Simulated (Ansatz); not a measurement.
A calculation with Ansatz (development build ahead of 0.2.0).

```yaml
crystal:
  periodic: [false, false, false]
  atoms:
    - { symbol: Ni, position_ang: [0.0, 0.0, 0.0] }
    - { symbol: F, position_ang: [0.0, 0.0, 1.71] }
    - { symbol: F, position_ang: [0.0, 0.0, -1.71] }
basis:
  gaussian: { orbitals: pcseg-2 }
magnetization:
  initial_magnetization: 2
hamiltonian:
  xc: hf
```

The input is written out in the form of the current development build from the run's settings.

The run gave:

| Quantity | Value |
| --- | --- |
| Converged | yes |
| Total energy | -1705.88624 hartree |
| Spin squared of the determinant | 2.000 |
| Stability test | minimum among restricted orbitals |

Caution: other spin multiplicities may lie lower.
